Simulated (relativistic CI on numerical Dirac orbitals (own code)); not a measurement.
# Re3+: 4d photoemission

Computed with this model: Dirac-Coulomb-Breit CI, KLI orbitals optimised for each configuration, model QED (radiative potential, 1s self-energy scaled to tabulated hydrogen-like ionisation energies), valence Slater integrals scaled by 0.8, multiplet model of photoemission in the sudden approximation; configurations [Xe] 4f14 5d4 → [Kr] 4d9 4f14 5s2 5p6 5d4; 300 K; Lorentzian 2.45 eV and Gaussian 0.6 eV FWHM. Energies are those of the free ion, without screening or charge transfer. The energies are binding energies and can lie tens of eV above those of solids. S is read from ⟨S²⟩ = S(S + 1).

Field parameters in Wybourne normalisation: D4h B²₀ = −7Ds, B⁴₀ = 21(Dq − Dt), B⁴₄ = 21√(5/14) Dq. The field is a parameter set, without covalency.

free ion: ground-state S = 1.78, centroid 310.02 eV. Peaks (eV, height): 304.2 (100), 318.6 (64).

D4h, 10Dq = 18400, Ds = -1500, Dt = -530 cm⁻¹: ground-state S = 1.21, centroid 310.21 eV. Peaks (eV, height): 304.4 (100), 318.6 (67).

Strongest unbroadened transitions for free ion:

| Energy (eV) | Relative strength |
| --- | --- |
| 304.20 | 100.0 |
| 304.96 | 0.8 |
| 305.39 | 10.5 |
| 305.59 | 0.1 |
| 306.17 | 0.2 |
| 306.40 | 0.8 |
| 306.54 | 0.4 |
| 309.13 | 1.0 |
| 309.30 | 0.7 |
| 310.33 | 0.5 |
| 310.68 | 0.2 |
| 318.15 | 15.6 |
| 318.54 | 44.0 |
| 319.29 | 12.7 |
| 320.22 | 0.5 |
| 322.88 | 0.2 |
| 323.30 | 0.1 |
| 323.35 | 0.3 |
